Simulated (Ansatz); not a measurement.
`BC[SiH]1CC1` at its PBE0-D4/def2-TZVP geometry, where that method's forces vanish. The species carries charge 0 and has multiplicity 1.

```xyz
14

B    -0.6126   -1.4758    1.0735
C     0.8381   -1.3913    0.5778
Si    0.3363   -0.1612   -0.7629
C    -0.8663    1.2132   -0.3560
C     0.5850    1.6578   -0.5634
H    -0.9861   -0.8226    2.0034
H    -1.4003   -2.1753    0.5005
H     1.5858   -0.9481    1.2336
H     1.2301   -2.2570    0.0414
H     0.2299   -0.7211   -2.1251
H    -1.5735    1.4969   -1.1286
H    -1.2701    1.3218    0.6430
H     1.1117    2.0170    0.3149
H     0.7919    2.2457   -1.4520
```

**Question.** What forces (eV/Å) does ωB97M-V/def2-TZVPP give on these atoms in the Gaussian-basis code of Ansatz? (Best estimate.)

**Answer.** The calculation gave: 
```
B1  -0.134 -0.078  0.154
C2   0.035 -0.024 -0.008
Si3 -0.014  0.131 -0.212
C4  -0.230 -0.153  0.019
C5   0.264  0.038 -0.059
H6   0.049 -0.078 -0.124
H7   0.101  0.095  0.059
H8  -0.070 -0.027 -0.049
H9  -0.040  0.064  0.045
H10  0.023  0.054  0.157
H11  0.061  0.006  0.068
H12  0.033  0.012 -0.070
H13 -0.052 -0.012 -0.066
H14 -0.026 -0.028  0.087
```
